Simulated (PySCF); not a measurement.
# Fractional electron number in Re²⁺ (rhenium, charge +2)

The 5d alpha orbital of [Xe] 4f14 5d5 is emptied in steps (occupation f), with all orbitals relaxed, ending at [Xe] 4f14 5d4. Computed with PySCF 2.14 in def2-TZVPPD with the def2 core potential (60 electrons), with a scalar-relativistic core potential. The exact energy is a straight line in f; departures are measured from the line between the end points of the same method.

Question: Among UHF, LDA, PBE, which shows the largest delocalisation error (convex curve), and which is closest to linear?

Answer: Most convex: LDA (-1.459 eV at f = 0.5); closest to linear: UHF (0.225 eV).

```json
{"f": "1", "UHF (eV)": "0.000", "LDA (eV)": "0.000", "PBE (eV)": "0.000"}
{"f": "0.9", "UHF (eV)": "0.084", "LDA (eV)": "-0.519", "PBE (eV)": "-0.510"}
{"f": "0.7", "UHF (eV)": "0.193", "LDA (eV)": "-1.219", "PBE (eV)": "-1.195"}
{"f": "0.5", "UHF (eV)": "0.225", "LDA (eV)": "-1.459", "PBE (eV)": "-1.428"}
{"f": "0.3", "UHF (eV)": "0.185", "LDA (eV)": "-1.231", "PBE (eV)": "-1.204"}
{"f": "0.1", "UHF (eV)": "0.078", "LDA (eV)": "-0.530", "PBE (eV)": "-0.517"}
{"f": "0", "UHF (eV)": "0.000", "LDA (eV)": "0.000", "PBE (eV)": "0.000"}
```

```
method  E(f=0) − E(f=1) (eV)  −ε at f=1 (eV)  −ε at f=0.5 (eV)
   UHF                27.202          28.149            27.180
   LDA                28.516          22.762            28.479
   PBE                28.330          22.679            28.304
```

Reference removal energy between the ground levels: 27 ± 1.6 eV (theoretical estimate listed by NIST; NIST Atomic Spectra Database, ionization energies). The calculation has no spin-orbit coupling. The determinant left behind need not be the lowest term of the ion. UHF lacks correlation.
